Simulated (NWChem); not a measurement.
Species: C2H2BrF; SMILES C=C(F)Br

Computed with NWChem. Pople sets run with spherical d functions. The geometry was optimised at PBE0/def2-SVP. Hybrids' shares of exact exchange are those that their runs print; pure functionals count as 0. The functionals differ in more than this share.

```csv
row,share of exact exchange,orbital gap (eV)
PBE/6-31G*,0.00,5.16
N12/6-31G*,0.00,5.16
TPSSh/6-31G*,0.10,withheld
B3LYP/6-31G*,0.20,6.92
BHandHLYP/6-31G*,0.50,9.65
```

Task: Fit a straight line of the last column on the one before it, predict the withheld value, and compare with the run.

Result: 
1. Means of the 4 shown rows: x = 0.175, y = 6.723. Slope Σ(x − x̄)(y − ȳ)/Σ(x − x̄)² = 1.503/0.1675 = 8.975; intercept 5.152.
2. The shown rows scatter about the line by 0.016 (root mean square); the largest residual is -0.03, at B3LYP/6-31G*.
3. At x = 0.10 (TPSSh/6-31G*; inside the shown range) the line gives 6.05.
4. The run gives 6.27, +0.22 from the line.
